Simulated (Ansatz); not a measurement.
A structure relaxed at r2SCAN-D4/def2-SVP in Ansatz, charge 0, singlet:

```tsv
atom	x (Å)	y (Å)	z (Å)
Ga1	-0.3200	1.8619	0.9142
Ga2	0.5293	-0.4058	-1.7216
Ga3	-1.4976	0.9481	-1.1234
Ga4	0.3668	-1.0108	1.8026
Ga5	-0.8123	-1.9204	-0.2360
Ga6	1.7339	0.5271	0.3642
```

Q: Give its formula and point group.

A: the cluster Ga₆. Point group C2v (tolerance 0.1 Å).

Q: Summarise the bond lengths by kind (pairs closer than 1.2 times the sum of covalent radii, bridged metal pairs left out).

A: 7 × Ga–Ga 2.51 to 2.58 Å.

The restricted singlet is unstable towards broken spin symmetry in Hartree–Fock (as tested in another run); at r2SCAN-D4/def2-SVP this wasn't settled. The structure comes from a short search, and lower isomers may exist.
